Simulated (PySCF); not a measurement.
From computed data to an observable: oscillator strength and radiative lifetime

CH7FOSi3, SMILES F[SiH2][C@H]1O[SiH2][SiH2]1.

Coordinates come from a PBE0-D3(BJ)/def2-SVP optimisation. The structure was generated by enumeration; whether it is a known compound was not checked. The values are those of a single conformer.

TDA-LC-ωPBE/def2-SVPD (PySCF 2.14.0) puts the first singlet state with f over 0.02 at 6.15 eV (vertical), with the transition dipole (0.576, -0.076, -0.124) in atomic units.

Task: Find the oscillator strength, the wavelength and the radiative lifetime that this transition would have in vacuum if emission retraced absorption.

Result: 
|μ|² = 0.3529 au, so |μ| = 1.51 D. ΔE = 6.15/27.211 = 0.2260 hartree. f = (2/3) ΔE |μ|² = 0.053 (the program prints 0.053).
λ = 1239.84/6.15 = 202 nm; ν = 49603 cm⁻¹.
Einstein's coefficient A = 0.6670 ν² f s⁻¹ (ν in cm⁻¹) = 8.7e7 s⁻¹, so τ = 1/A = 11 ns. This state is S1. The figure is the radiative limit of this one transition; relaxation, internal conversion, crossing to triplets and a medium change what is measured.
